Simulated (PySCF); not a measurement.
Q: Give a PBE0-D3(BJ)/def2-SVP geometry of `C(CI)F` (C2H4FI).

A: 
```
atom  x, y, z in Å
F1    -1.4142   -1.1621    0.3287
C2    -0.7969    0.0328    0.0568
C3     0.6907   -0.2076   -0.0404
I4     1.7283    1.6251   -0.4633
H5    -1.0274    0.7478    0.8640
H6    -1.1928    0.4340   -0.8909
H7     1.0994   -0.5910    0.9031
H8     0.9346   -0.9027   -0.8538
```

Orientation and origin are arbitrary. Atoms count from 1 in this order. The 4 heavy atoms lie in one plane (0.001 Å rms).

Bonds between heavy atoms (Å): F1–C2 1.372, C2–C3 1.510, C3–I4 2.148.

Level of theory: PBE0-D3(BJ)/def2-SVP geometry optimisation, gas phase, def2 core potentials past Kr in PySCF 2.14.0.

Point group: Cs (tolerance 0.08 Å). Stationary, but not proved a minimum. One conformer, not necessarily the lowest (F1–C2–C3–I4 180°).

Hardware: one thread, Intel Xeon Platinum 8488C (x86_64), on a shared host. Cost: 39 s wall, 27 s CPU, 0.38 GiB resident at most. This is the geometry optimisation.
